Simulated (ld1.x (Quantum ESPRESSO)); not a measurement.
## Scattering properties, ultrasoft potential for thallium (Tl)

ld1.x (Quantum ESPRESSO) 7.5 input, shortened:

```
&input
   title='Tl', zed=81., rel=1, dft='PBE', iswitch=3,
   config='[Xe] 4f14 5d10 6s2 6p1'
 /
 &inputp
   pseudotype=3, tm=.true., lloc=-1, rcloc=1.55,
   nlcc=.true.
 /
6
5S  1  0   2.00   0.00  1.30  1.60  0.0
6S  2  0   2.00   0.00  1.30  1.60  0.0
5P  2  1   6.00   0.00  1.30  1.65  0.0
6P  3  1   1.00   0.00  1.30  1.65  0.0
5D  3  2  10.00   0.00  0.95  1.20  0.0
5D  3  2   0.00  -0.40  0.95  1.20  0.0
 &test
   configts(1)='5s2 5p6 5d10 6s2 6p1'
 /
```

The phase is arctan(r·u′/u) with u = r·R(r), unwrapped; energies in Ry, scanned from -12 to 5 Ry. A pole is an energy at which the radial function vanishes at the test radius. The pseudo phase is shifted by a multiple of π to meet the all-electron one at the reference energy, and phase errors are pseudo minus all-electron; the curves can meet again beyond the range given. Levels narrower than the energy grid can be missing from the lists of poles.

For each channel, where are the poles, and over which energies does the pseudopotential scatter like the atom?

| channel | radius (bohr) | reference energy (Ry) | poles, all-electron | poles, pseudo | unbroken range about the reference energy with phases within 0.05 rad | phase error 1 Ry above the reference energy (rad) |
| --- | --- | --- | --- | --- | --- | --- |
| s | 1.80 | -0.70 | -9.45 | -9.70 | not even at the reference energy | +0.971 |
| p | 1.80 | -0.17 | -5.10 | -5.32, 0.14 | not even at the reference energy | -2.898 |
| d | 1.80 | -1.14 | 0.43 | 0.21 | not even at the reference energy | -0.041 |

A Bessel basis up to 400 Ry misses an occupied level by 4.97 Ry, so cutoffs and ghosts were not judged. Its overlap operator is not positive definite in a basis up to 400 Ry (lowest eigenvalue p -0.08), so the file is unfit for use: the generalised eigenproblem breaks down once the basis is large enough, and its test numbers describe a broken file. The potential misses its own reference levels by up to 3.5 eV, so it is not fit for use.

Phases in the s channel:

```json
{"E (Ry)": "-12.00", "all-electron": "1.368", "pseudo": "1.367"}
{"E (Ry)": "-11.52", "all-electron": "1.355", "pseudo": "1.353"}
{"E (Ry)": "-11.04", "all-electron": "1.335", "pseudo": "1.327"}
{"E (Ry)": "-10.56", "all-electron": "1.296", "pseudo": "1.262"}
{"E (Ry)": "-10.08", "all-electron": "1.145", "pseudo": "0.316"}
{"E (Ry)": "-9.60", "all-electron": "-1.424", "pseudo": "-1.615"}
{"E (Ry)": "-9.12", "all-electron": "-1.671", "pseudo": "-1.696"}
{"E (Ry)": "-8.64", "all-electron": "-1.720", "pseudo": "-1.726"}
{"E (Ry)": "-8.16", "all-electron": "-1.745", "pseudo": "-1.745"}
{"E (Ry)": "-7.68", "all-electron": "-1.763", "pseudo": "-1.759"}
{"E (Ry)": "-7.20", "all-electron": "-1.778", "pseudo": "-1.771"}
{"E (Ry)": "-6.72", "all-electron": "-1.793", "pseudo": "-1.782"}
{"E (Ry)": "-6.24", "all-electron": "-1.808", "pseudo": "-1.794"}
{"E (Ry)": "-5.76", "all-electron": "-1.823", "pseudo": "-1.806"}
{"E (Ry)": "-5.28", "all-electron": "-1.841", "pseudo": "-1.818"}
{"E (Ry)": "-4.80", "all-electron": "-1.860", "pseudo": "-1.832"}
{"E (Ry)": "-4.32", "all-electron": "-1.883", "pseudo": "-1.847"}
{"E (Ry)": "-3.84", "all-electron": "-1.910", "pseudo": "-1.865"}
{"E (Ry)": "-3.36", "all-electron": "-1.943", "pseudo": "-1.884"}
{"E (Ry)": "-2.88", "all-electron": "-1.984", "pseudo": "-1.907"}
{"E (Ry)": "-2.40", "all-electron": "-2.038", "pseudo": "-1.934"}
{"E (Ry)": "-1.92", "all-electron": "-2.110", "pseudo": "-1.965"}
{"E (Ry)": "-1.44", "all-electron": "-2.212", "pseudo": "-2.004"}
{"E (Ry)": "-0.96", "all-electron": "-2.364", "pseudo": "-2.053"}
{"E (Ry)": "-0.48", "all-electron": "-2.600", "pseudo": "-2.115"}
{"E (Ry)": "0.00", "all-electron": "-2.958", "pseudo": "-2.197"}
{"E (Ry)": "0.48", "all-electron": "-3.405", "pseudo": "-2.309"}
{"E (Ry)": "0.96", "all-electron": "-3.800", "pseudo": "-2.467"}
{"E (Ry)": "1.44", "all-electron": "-4.071", "pseudo": "-2.691"}
{"E (Ry)": "1.92", "all-electron": "-4.245", "pseudo": "-2.994"}
{"E (Ry)": "2.40", "all-electron": "-4.361", "pseudo": "-3.350"}
{"E (Ry)": "2.88", "all-electron": "-4.442", "pseudo": "-3.682"}
{"E (Ry)": "3.36", "all-electron": "-4.501", "pseudo": "-3.938"}
{"E (Ry)": "3.84", "all-electron": "-4.546", "pseudo": "-4.121"}
{"E (Ry)": "4.32", "all-electron": "-4.582", "pseudo": "-4.250"}
{"E (Ry)": "4.80", "all-electron": "-4.612", "pseudo": "-4.344"}
```
